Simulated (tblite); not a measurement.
Run record: tight-binding relaxation, `C[C@@H]1C[O][Ge@H]1[NH][GeH3]`.

Computed with GFN2-xTB geometry optimisation, gas phase (tblite 0.8.0). Start geometry: from a force field or distance geometry. A driver script takes a list of jobs; this job's settings line and coordinates (Å) are shown.

Command:
```bash
OMP_NUM_THREADS=1 python probes_run.py task.json out
```

Input:
```
{"job": {"kind": "relax", "xc": "GFN2-xTB", "basis": "xTB"}, "charge": 0, "multiplicity": 1}
C     -1.429700     1.520800    -0.344000
C     -0.985000     0.074400    -0.271500
C     -1.959000    -0.860400     0.449900
O     -1.216100    -1.193800     1.589000
Ge     0.230100    -0.226500     1.177300
N      1.656300    -1.314300     0.672500
Ge     2.822000    -0.248700    -0.330300
H     -1.775300     1.900000     0.650900
H     -0.592200     2.154900    -0.692300
H     -2.278200     1.607700    -1.064500
H     -0.615100    -0.339700    -1.229200
H     -2.180700    -1.767300    -0.158200
H     -2.918000    -0.348400     0.751200
H      0.525700     0.952200     2.131800
H      1.276800    -2.029000     0.028100
H      2.064900     0.333700    -1.536600
H      4.011800    -1.110700    -0.817000
H      3.352700     0.901400     0.554700
```

Problem. Estimate the output.

Solution. 
```
step      E/eV     max force
  0    -621.64046    1.505
  1    -621.77515    0.630
  2    -621.85005    0.563
  3    -621.88940    0.563
  4    -621.92434    0.353
  5    -621.94426    0.332
  6    -621.96309    0.336
  7    -621.98678    0.548
  8    -622.01814    0.650
  9    -622.04725    0.495
... (117 lines left out)
127    -622.25950    0.034
128    -622.25965    0.031
129    -622.25980    0.035
130    -622.25992    0.029
131    -622.25999    0.020
132    -622.26003    0.019
133    -622.26006    0.015
134    -622.26010    0.020
135    -622.26014    0.016
136    -622.26016    0.010
```

«max force» is the largest atomic force in eV/Å.

Problem. From which step on does the largest force stay under 0.1 eV/Å, and how much energy is left to gain from there?

Solution. From step 80 (0.078 eV/Å), 5.0 meV above the end.

Main results: energy lowered by 14.3 kcal/mol over 136 steps; largest atomic force 0.010 eV/Å at the end.

Problem. Give the final coordinates.

Solution. 0.561 Å rms from the input after alignment:
```
atom  x, y, z in Å
C1    -1.8917    1.6453   -0.3200
C2    -1.3216    0.2437   -0.3599
C3    -2.0527   -0.7954    0.4981
O4    -1.0139   -1.3829    1.2826
Ge5    0.2760   -0.2067    0.7975
N6     1.7818   -1.1316    0.3510
Ge7    3.3372   -0.3994   -0.2349
H8    -1.9747    1.9927    0.7089
H9    -1.2504    2.3349   -0.8663
H10   -2.8843    1.6639   -0.7699
H11   -1.2126   -0.1051   -1.3886
H12   -2.5485   -1.5768   -0.0812
H13   -2.7893   -0.3281    1.1565
H14    0.6922    0.7329    1.9278
H15    1.5870   -2.0560   -0.0085
H16    3.2738    0.0071   -1.6831
H17    4.3975   -1.4385   -0.0541
H18    3.5853    0.8063    0.6056
```

Problem. How long does this job take on one thread, Arm Neoverse N1 (aarch64) (shared host)?

Solution. About 1.8 s.
Labels such as C1 count atoms from 1, the log's own numbers from 0.
